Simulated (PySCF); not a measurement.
Level of theory: PBE0-D3(BJ)/def2-TZVP // PBE0-D3(BJ)/def2-SVP (PySCF). Isolated molecules, 0 K electronic values unless said otherwise. Excitations are Tamm–Dancoff values on a coarser integration grid. The basis has no diffuse functions, so Rydberg states are missing or too high.

Reference species (SMILES): `[SiH3][GeH]([SiH3])[SiH3]` (neutral, multiplicity 1).

The HOMO–LUMO gap comes out as 7.72 eV and the T1 excitation (TDA) comes out as 5.80 eV. The HOMO is -7.89 eV.

Changed species: `[SiH3][GeH2][SiH3]` (2 of 4 H replaced by SiH3; the reference has 3 of 4 H replaced by SiH3).

Question: What does the change do to the HOMO–LUMO gap, T1 excitation (TDA) and HOMO?

Answer: the HOMO–LUMO gap goes up by 0.08 eV, to 7.80 eV; the T1 excitation (TDA) hardly moves; the HOMO falls by 0.02 eV, to -7.91 eV.
